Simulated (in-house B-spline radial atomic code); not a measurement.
# Excitations of Ca III (Ca2+) by several methods

Full response, energies in eV; labels give the largest channel, * marks a mixed state, a dash one above the method's threshold, and an imaginary frequency an unstable closed-shell reference. Computed with a B-spline radial code for spherical atoms: linear response of the closed shell [Ne] 3s2 3p6 with each method's own kernel (bare exchange for TDHF, static screening on G0W0 levels for BSE, the adiabatic kernel for functionals); scalar-relativistic (spin-free one-electron X2C), finite nucleus, no spin-orbit coupling, no double excitations, S, P, D and F terms only. Only terms of natural parity with L up to 3 were computed.

```tsv
method	3p → 3d 3P	3p → 3d 3F	3p → 3d 1F	α (bohr³)
TDHF	24.776	25.327	28.182	3.254
BSE on G0W0@HF	26.196	26.906	29.181	3.169
LDA VWN5	25.244	25.847	27.647	3.346
PBE	25.077	25.291	27.561	3.333
PBE0	25.142	25.464	27.873	3.297
B3LYP (VWN-RPA)	25.078	25.373	27.562	3.32
CAM-B3LYP	25.058	25.401	27.587	3.325
LC-wPBE	25.195	25.443	27.776	3.303
wB97X	25.574	25.985	27.879	3.297
HSE06	25.150	25.462	27.869	3.299
BHandHLYP	25.062	25.448	27.845	3.287
BLYP	24.954	25.123	27.274	3.353
PBEsol	25.109	25.485	27.643	3.337
BP86	25.175	25.321	27.561	3.331
LDA exchange-only	24.572	25.313	27.438	3.408
B97-1	25.375	25.716	27.681	3.306
RPBE	?	?	?	?
OLYP	?	?	?	?
```

(1) What does OLYP give?

(2) What does RPBE give?

Answers

(1) 3p → 3d 3P: 25.013; 3p → 3d 3F: 25.457; 3p → 3d 1F: 27.567; α: 3.304 (eV, bohr³).

(2) 3p → 3d 3P: 25.067; 3p → 3d 3F: 25.233; 3p → 3d 1F: 27.518; α: 3.332 (eV, bohr³).
